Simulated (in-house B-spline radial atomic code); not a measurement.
Response and correlation of the silver ion Ag¹¹⁺

Closed shell [Ar] 3d10 4s2 4p6. Computed with an all-electron radial atomic-structure program (B-spline basis): Dirac-Hartree-Fock, relativistic RPA (time-dependent Dirac-Hartree-Fock) for the response and second-order many-body perturbation theory for correlation, no-pair Dirac-Coulomb Hamiltonian, finite nucleus.

Command:
```bash
python run_mb.py task.json out
```
Settings (nuclear radius in fm, box in bohr, cutoff in hartree):
```
basis_form          2
Z                   47
core_configuration  [Ar] 3d10 4s2 4p6
rms_radius          4.5454
mass_number         107
speed_of_light      137.036
box_radius          6.164
lmax                7
intervals           60
virtual_cutoff      55225.0
```

Cost of the run: 8.2 s on 1 thread of Intel(R) Xeon(R) 6975P-C, on a shared host.

```csv
"multipole (bohr³, bohr⁵, bohr⁷)",uncoupled,coupled RPA
dipole,0.79888,?
quadrupole,0.49573,0.53857
octupole,0.75114,0.91393
```

(1) What is the coupled dipole polarisability?

(2) Which subshells carry the dipole polarisability?

(3) What does the dipole shielding factor come to?

Dipole polarisability at imaginary frequency:

```csv
u (Eh),α(iu) (bohr³)
0,0.7003
2.08,0.4751
6.24,0.1556
12.5,0.06194
20.8,0.03139
41.6,0.01146
83.1,0.00365
208,0.0006992
```

(4) What dispersion coefficients follow for two such ions (the dispersion part alone)?

Lowest J = 1 odd-parity excitations:

```json
{"energy (eV)": "55.783", "oscillator strength": "0.00207", "leading channel": "4p3/2 → d3/2", "weight": "0.742"}
{"energy (eV)": "63.803", "oscillator strength": "0.159", "leading channel": "4p1/2 → d3/2", "weight": "0.454"}
{"energy (eV)": "77.555", "oscillator strength": "4.78", "leading channel": "4p1/2 → d3/2", "weight": "0.542"}
{"energy (eV)": "118.13", "oscillator strength": "0.394", "leading channel": "4p3/2 → s1/2", "weight": "0.987"}
{"energy (eV)": "124.37", "oscillator strength": "0.246", "leading channel": "4p1/2 → s1/2", "weight": "0.985"}
{"energy (eV)": "156.21", "oscillator strength": "0.000838", "leading channel": "4p3/2 → d3/2", "weight": "0.699"}
{"energy (eV)": "158.38", "oscillator strength": "0.0706", "leading channel": "4p3/2 → d5/2", "weight": "0.714"}
{"energy (eV)": "164.41", "oscillator strength": "0.0283", "leading channel": "4p1/2 → d3/2", "weight": "0.976"}
```

Second-order correlation energy by the highest angular momentum of the excited pair (hartree): s -0.02333, p -0.2064, d -0.7034, f -0.6919, g -0.2273, h -0.0959, i -0.04353, k -0.02203.

(5) What is the second-order correlation energy at the partial-wave limit?

Results:

(1) 0.70027 atomic units, -12 % against the uncoupled value.

(2) 4p3/2 68.1 %, 4p1/2 29.5 %, 4s1/2 1.2 %.

(3) The dipole shielding factor is 0.766, against the exact N/Z = 36/47 = 0.766 of the non-relativistic theorem.

(4) C6 = (3/π)∫α(iu)²du = 1.176 hartree·bohr⁶ and C8 = 5.507 hartree·bohr⁸.

(5) The listed waves sum to -2.0137 hartree; extrapolating the increments as (l + 1/2)⁻⁴ gives -2.0588 hartree, -1.56 eV per electron.
